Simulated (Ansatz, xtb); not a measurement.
# Isomers of CH7FOSi3 in order of energy

5 gas-phase structures of CH7FOSi3, from a drawn sample of its isomers (lower ones may exist). Each was relaxed with GFN2-xTB; where two conformers were screened, the lower at r2SCAN-D4/def2-SVP is listed:

A. `O=C[SiH2][Si@@H](F)[SiH3]`, a singlet
B. `O=C[Si](F)([SiH3])[SiH3]`, a singlet
C. `O=C[SiH2][SiH2][SiH2]F`, a singlet
D. `O=C[Si@@H]([SiH3])[SiH2]F`, a singlet
E. `O=C[Si@@H](F)[SiH2][SiH3]`, a singlet

Question: Estimate their order in r2SCAN-D4/def2-SVP energy at these geometries, lowest first.

Answer: Calculated order at r2SCAN-D4/def2-SVP: C (0.000), E (0.030), B (0.105), D (0.126), A (0.220) eV. Less than 1 kcal/mol parts C and E; B and D, so the order within those pairs means little.

Energies above the lowest of each column, in eV; the last columns are at B3LYP/def2-SVP geometries:

```tsv
structure	GFN2-xTB	HF/STO-3G	r2SCAN-D4/def2-SVP	B3LYP/def2-SVP	CCSD(T)/def2-SVP + ΔMP2/def2-TZVPP
C	0.000	0.322	0.000	0.000	0.000
E	0.211	0.000	0.030	0.001	0.030
B	0.145	0.052	0.105	0.092	0.129
D	0.027	0.144	0.126	0.075	0.072
A	0.064	0.268	0.220	0.152	0.185
```

CCSD(T)/def2-SVP + ΔMP2/def2-TZVPP has C and E within 1 kcal/mol of each other at the bottom, and every level picks one of them. CCSD(T)/def2-SVP + ΔMP2/def2-TZVPP orders those it was run on as C (0.000), E (0.030), D (0.072), B (0.129), A (0.185) eV. Less than 1 kcal/mol parts C and E; E and D, so the order within those pairs means little. Flexible structures stand in one conformer each, not always the lowest. ΔMP2 is the change of the MP2 energy from the smaller to the larger basis.

Over these structures GFN2-xTB departs from r2SCAN-D4/def2-SVP by 0.097 eV on average once a common shift is removed. A GFN2-xTB relaxation took about 0.29 s and the r2SCAN-D4/def2-SVP energy about 2.7 s on a shared host (Ansatz 0.2.0, xtb 6.7.1).
